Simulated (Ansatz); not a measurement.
Breaking the Al1–H2 bond in C2H5Al (SMILES C=[CH][AlH2]) (multiplicity 1 held, fragments rigid). Energies count from the point at 1.582 Å.
Geometry at that point (charge 0, multiplicity 1):
```xyz
8

Al    -0.1364     0.1629     1.1626
H     -0.8151     1.5910     1.2176
H      0.1783    -0.6444     2.4857
C      0.2915    -0.5524    -0.5896
C      0.0180     0.1449    -1.6988
H      0.7594    -1.5259    -0.7301
H      0.2417    -0.2199    -2.6984
H     -0.4483     1.1257    -1.6579
```

U- levels take the lowest unrestricted solution at each point, which mixes spins at long bonds.

Correlated levels freeze the cores.

The values were computed with Ansatz (Gaussian basis) for Hartree–Fock, density functionals and correlated methods. 

### Question
Give the energy at R = 5.063 Å at the level U-MP2/cc-pV(T+d)Z.

### Answer
86.0 kcal/mol

### Question
Estimate the energy at R = 5.063 Å that U-PBE/cc-pV(T+d)Z returns for this input.

### Answer
83.1 kcal/mol

Doubts at one or more of the structures used: a spin-contaminated determinant (U-PBE/cc-pV(T+d)Z, U-MP2/cc-pV(T+d)Z).

Ansatz is a program for electronic structure.
